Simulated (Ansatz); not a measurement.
Molecule: sum formula Si2NH3Cl4 (charge 0, singlet). 
Coordinates optimised at B3LYP-D3(BJ)/def2-TZVP (Ansatz, a program for electronic structure):
```xyz
10

Cl     2.2985    -0.5977     1.9937
Si     1.4381     0.4799     0.4745
Cl     2.8539     0.6892    -0.9957
N      0.0522    -0.3204    -0.1267
Si    -1.5575     0.2524    -0.1849
Cl    -2.8071    -0.9760     0.8823
Cl    -2.2479     0.2868    -2.1167
H      1.0444     1.8008     0.9694
H      0.2041    -1.2525    -0.4953
H     -1.5993     1.6042     0.3770
```

Total electronic energies in hartree. Correlated levels leave the core frozen unless marked. No spin-orbit coupling. No relativistic terms. CBS marks a two-point X^-3 extrapolation of the correlation energy; Hartree-Fock from the larger set.

```
level                                        program  energy (Eh)
------------------------------------  --------------  -----------
HF/6-31G                                      Ansatz  -2471.97684
HF/cc-pVTZ                                    Ansatz  -2472.48606
HF/cc-pV(Q+d)Z                                Ansatz  -2472.52502
RI-HF/cc-pV(T+d)Z                             Ansatz  -2472.49893
BLYP-D3(BJ)/def2-TZVPD                Ansatz + dftd3  -2476.71622
revPBE-D3(BJ)/def2-TZVPD              Ansatz + dftd3  -2476.27251
r2SCAN-D3(BJ)/def2-TZVPD              Ansatz + dftd3  -2476.53593
PBE0/def2-QZVPP                               Ansatz  -2475.89465
r2SCANh-D4/def2-TZVPD                 Ansatz + dftd4  -2476.52485
HSE06-D3(BJ)/def2-TZVPD               Ansatz + dftd3  -2475.78478
LC-wPBE/def2-TZVPD                            Ansatz  -2476.00984
MP2/STO-3G                                    Ansatz  -2445.43448
MP2/cc-pVTZ                                   Ansatz  -2473.67187
MP2/cc-pwCVTZ                                 Ansatz  -2473.71166
SCS-MP2/aug-cc-pV(D+d)Z                       Ansatz  -2473.33816
SCS-MP2/cc-pVTZ                               Ansatz  -2473.65280
SCS-MP2/cc-pwCVTZ                             Ansatz  -2473.69345
CCSD/STO-3G                                   Ansatz  -2445.46708
CCSD/6-31G*                                   Ansatz  -2473.13127
CCSD/aug-cc-pV(D+d)Z                          Ansatz  -2473.43934
CCSD/cc-pV(D+d)Z                              Ansatz  -2473.34944
CCSD(T)/cc-pVTZ                               Ansatz  -2473.80297
CCSD(T)/CBS(cc-pV(T+d)Z,cc-pV(Q+d)Z)          Ansatz   -2474.0446
```

Totals of different functionals don't rank their quality; only differences between species are comparable.
